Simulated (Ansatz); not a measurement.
Gas-phase electronic energies from Ansatz, PBE0-D4/def2-TZVP geometries. CCSD(T)/CBS is the MP2 limit (def2-TZVPP, def2-QZVPP) plus CCSD(T) − MP2 in def2-TZVPP, frozen cores. This one scheme is used for every species. DFT in def2-TZVPP. B3LYP here is the variant with VWN-RPA as its local correlation; programs differ in this. HSE06 is defined as in plane-wave codes. For Br outer-core shells are correlated without core-valence functions, which leaves a few kJ/mol of doubt a bond. Scalar relativity is left out up to krypton. One conformer a species, not always the lowest.

`OB(F)Br` + HBr → `OB(Br)Br` + H–F  (ligand exchange at a B–F bond)

```csv
level,ΔE (kJ/mol)
HSE06-D4,65.7
B2PLYP,74.8
PBE,68.0
PBE0,69.5
B3LYP,81.4
MP2/def2-TZVPP,58.9
HF/def2-QZVPP,94.6
MP2/def2-QZVPP,55.5
```

**Question.** What does CCSD(T)/CBS give? (Best estimate.)

**Answer.** Computed: +62.4 kJ/mol. The listed levels differ from it by 3.3, 12.4, 5.6, 7.1, 19.0, -3.5, 32.2, -6.9 kJ/mol.

**Question.** What do rigid-rotor, harmonic-oscillator terms from PBE0-D4/def2-TZVP frequencies (298.15 K, 1 bar) make of the CCSD(T)/CBS value? (Best estimate.)

**Answer.** Ansatz gave: ΔZPE = +3.1 kJ/mol, ΔH = +66.8 kJ/mol, ΔS = -2 J/(mol·K), ΔG = +67.4 kJ/mol.

Largest T1 diagnostic among the species: 0.010.

From BLYP to BHLYP (50 % exact exchange), in def2-TZVPP and without D4, ΔE moves by +4.3 kJ/mol. The D4 term adds −6.9 kJ/mol with B3LYP and −3.6 kJ/mol with PBE0; it sums over pairs of atoms, weighted by their polarisabilities, and B3LYP, whose exchange is more repulsive, gets the larger term. At CCSD(T), def2-SVP lies +25.8 kJ/mol from the extrapolated value and def2-TZVPP +6.6 kJ/mol.
